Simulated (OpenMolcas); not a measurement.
**Ti2+ in a ligand field**

Ti2+ with 3 ligands (bromide) in trigonal planar coordination (D3h) at 2.42 Å. A charge of +0.333 e stands 2.6 Å behind each ligand. Ligand basis ANO-RCC-VDZP.
```
Ti    0.0000    0.0000    0.0000
Br    2.4200    0.0000    0.0000
Br   -1.2100    2.0958    0.0000
Br   -1.2100   -2.0958    0.0000
```

- Program: OpenMolcas 26.06
- Method: SS-CASPT2, IPEA 0.25 Eh, imaginary shift 0.1 Eh (closed shells correlated: 3s 3p and the ligand valence shells)
- Basis: ANO-RCC-VDZP [5s4p2d1f]
- Scalar Hamiltonian: DKH2, point nucleus
- Active space: 2 electrons in 5 orbitals (3d)
- State averaging: 2S+1 = 3 even, 10 roots; 2S+1 = 1 even, 15 roots
- Spin-orbit coupling: RASSI with atomic mean-field integrals over the reference wave functions

The lowest spin-free states (labels of D3, the rotations of D3h), above the lowest:

```
State  Degeneracy  E (cm-1)
   3E           2         0
  3A2           1      1320
   3E           2      3080
  3A1           1      5060
  3A2           1      5110
   1E           2      6650
  1A1           1      7310
   1E           2      7790
   3E           2     10290
   1E           2     12160
   1E           2     12560
  1A1           1     12570
  1A1           1     16850
  1A2           1     17200
  3A2           1     19280
   1E           2     23330
  1A1           1     31300
```

The lowest levels with spin-orbit coupling:

```
E (cm-1)  Degeneracy  Label  2S+1               g
       0           1     A1     3                
      28           1     A2     3                
      49           2      E     3  0.00 0.00 1.73
      99           2      E     3  0.00 0.00 5.71
    1400           2      E     3  0.00 0.00 3.98
    1410           1     A1     3                
    3100           2      E     3  0.00 0.00 0.85
    3140           2      E     3  0.00 0.00 3.15
    3190           1     A2     3                
    3190           1     A1     3                
    5040           2      E     3  0.00 0.00 0.90
    5130           1     A2     3                
    5180           1     A1     3                
    5260           2      E     3  0.00 0.00 8.88
    6730           2      E     1  0.00 0.00 3.41
    7380           1     A1     1                
    7860           2      E     1  0.00 0.00 1.80
   10340           1     A1     3                
   10350           1     A2     3                
   10360           2      E     3  0.00 0.00 1.44
```

Electric-dipole absorption from the lowest level at this geometry, strongest bands:

```csv
E (cm-1),λ (nm),Label,f
3190,3140,A2,5.43e-05
5040,1990,E,2.39e-06
5130,1950,A2,4.00e-06
5260,1900,E,1.84e-04
10370,964,E,1.50e-04
```

Powder χT (cm3 K/mol): 0.0303 at 2 K, 0.154 at 10 K, 0.617 at 50 K, 0.818 at 100 K, 0.988 at 200 K, 1.1 at 300 K. The effective moment at 300 K is 2.828 √(χT) = 2.96 μB.

The lowest level has 2S+1 = 3, for which the spin-only value is χT = S(S+1) / 2 = 1.000 cm3 K/mol (g = 2). The computed 1.096 at 300 K differs by +0.096, through orbital momentum, spin-orbit coupling and any other state in reach.

Roots that are degenerate in the reference are averaged as groups; the widest CASPT2 spread within a group is 210 cm-1 (the 2-fold group of multiplicity 3 near 3080 cm-1 above the lowest state of its run). Shifts and gaps below about the spread of the groups concerned are not significant. An orbital doublet at a regular site is open to a Jahn-Teller distortion, which this geometry leaves out. Ligand-to-metal charge-transfer states are missing. With no ligand orbital active B as a rule stays too high, so bands that hang on it stand too high and its fall with covalency is understated. The distance lies 6 % under the 2.58 Å that this model takes as the normal distance (a Shannon-type radius plus a fixed donor radius); by an R⁻⁵ law this alone changes a d-shell field by about +38 %. No measured value stands beside these numbers; the geometry was imposed, not optimised, and the real ion may take another.

With an even number of electrons the g values are those of a degenerate or nearly degenerate non-Kramers pair.
